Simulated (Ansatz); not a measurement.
A run for Ansatz (a first-principles code): R-CCSD(T)/def2-TZVPP on FHSeTe (SMILES F[Te][SeH]), a point of a bond scan (R = 1.477 Å). Elements past Kr take the def2 small-core potentials; no spin–orbit coupling. The run froze 24 orbitals, filled d shells among them.

Ansatz 0.2 input:
```yaml
crystal:
  periodic: [false, false, false]
  atoms:
    - {symbol: Te, position_ang: [0.42183517, 0.29812461, 0.73233809]}
    - {symbol: F, position_ang: [1.58576174, 1.33129355, -0.42384185]}
    - {symbol: Se, position_ang: [-1.05809715, -0.75106279, -0.97162236]}
    - {symbol: H, position_ang: [-0.23198099, -1.94798715, -1.23184360]}
basis:
  gaussian:
    orbitals: def2-TZVPP
    pivot_positions_ang: [[0.42183517, 0.29812461, 0.73233809], [1.58576174, 1.33129355, -0.42384185], [-1.05809715, -0.75106279, -0.97162236], [-0.23198099, -1.94798715, -1.23184360]]
magnetization: {spin_polarized: false}
correlation: {method: ccsd_t, electrons: outside_noble_gas}
scf: {lower_state_search: off}
output: {orbitals: {seedname: ./end}}
```

It printed:

```
WARN ansatz: RAYON_NUM_THREADS=1 ignored (pool sized by the plan → 1); use --threads N
Functional definition: HF
these checks for a lower state are left out or cut short: stability, starts, cluster_reference, orbital_swaps, neighbouring_geometries, increment
integrals: 0.30 GiB planned
1175 factors; integrals over basis functions are off by at most 3.4e-4 eV
mean field: 0.55 GiB planned
mean field evaluation 1: about -75289.6695 eV, gradient 3.0e1 eV
mean field evaluation 2: about -75289.9032 eV, gradient 3.0e1 eV
mean field evaluation 4: about -75291.8163 eV, gradient 2.4e0 eV
mean field evaluation 8: about -75291.8658 eV, gradient 3.3e-1 eV
mean field evaluation 16: about -75291.8668 eV, gradient 2.5e-6 eV
mean field -75291.86675344 eV, -2766.9250685287 hartree, gradient 2.5e-6 eV, S^2 0.000000; 0 other end points of the search recorded, 0 dependent functions left out
24 core orbitals not correlated
reference -75291.86675344 eV, -2766.9250685287 hartree; 10, 10 occupied and 109, 109 virtual orbitals, 1175 factors
second order -14.67622457 eV of doubles, -0.00000000 eV of singles
coupled cluster: 0.68 GiB planned
cycle   1  -14.89162328 eV  change   -2.2e-1 eV  update   1.0e-1
cycle   2  -15.27094967 eV  change   -3.8e-1 eV  update   3.8e-2
cycle   3  -15.38685660 eV  change   -1.2e-1 eV  update   2.1e-2
cycle   4  -15.37968748 eV  change    7.2e-3 eV  update   5.9e-3
cycle   5  -15.37486157 eV  change    4.8e-3 eV  update   2.8e-3
cycle   6  -15.37572503 eV  change   -8.6e-4 eV  update   1.2e-3
cycle   7  -15.37544465 eV  change    2.8e-4 eV  update   5.0e-4
cycle   8  -15.37519948 eV  change    2.5e-4 eV  update   1.7e-4
cycle   9  -15.37527077 eV  change   -7.1e-5 eV  update   9.1e-5
cycle  10  -15.37528679 eV  change   -1.6e-5 eV  update   3.1e-5
cycle  11  -15.37526686 eV  change    2.0e-5 eV  update   1.4e-5
perturbative correction -0.61841609 eV, -0.0227263722 hartree
Total energy: -75307.86043640 eV, -2767.5128255364 hartree
Checks for a lower state left out: stability, starts, cluster_reference, orbital_swaps, neighbouring_geometries, increment
```

The run converged.

Cost: very roughly 16 core-seconds.
